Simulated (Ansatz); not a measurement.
Isolated molecules relaxed with PBE0-D4/def2-TZVP in Ansatz; ΔE leaves out vibrations. CCSD(T)/CBS is the MP2 limit (def2-TZVPP, def2-QZVPP) plus CCSD(T) − MP2 in def2-TZVPP, frozen cores. This one scheme is used for every species. Functionals use def2-TZVPP. B3LYP here is the variant with VWN-RPA as its local correlation; programs differ in this. Each species was taken in one conformer, which may not be the lowest.

Reaction (ligand exchange at the Al–Cl bond): `C[CH2][Al]([CH3])[Cl]` + H₂S → `C[CH2][Al]([CH3])[SH]` + HCl

Task: Is it downhill or uphill in electronic energy at CCSD(T)/CBS, and by how much? (An estimate is asked.)

Result: Ansatz gave: Uphill: ΔE = +50.0 kJ/mol.

Task: What do these levels give: BLYP-D4, r2SCAN0-D4, ωB97X-V, B3LYP, RPA@PBE/def2-TZVPP, HF/CBS(def2)? (An estimate is asked.)

Result: The calculation gave: BLYP-D4 50.2, r2SCAN0-D4 51.4, ωB97X-V 52.9, B3LYP 55.4, RPA@PBE/def2-TZVPP 48.9, HF/CBS(def2) 64.7 kJ/mol.

Largest T1 diagnostic among the species: 0.010.

From BLYP to BHLYP (50 % exact exchange), in def2-TZVPP and without D4, ΔE moves by +3.9 kJ/mol. At CCSD(T), def2-SVP lies +5.1 kJ/mol from the extrapolated value and def2-TZVPP −0.7 kJ/mol.
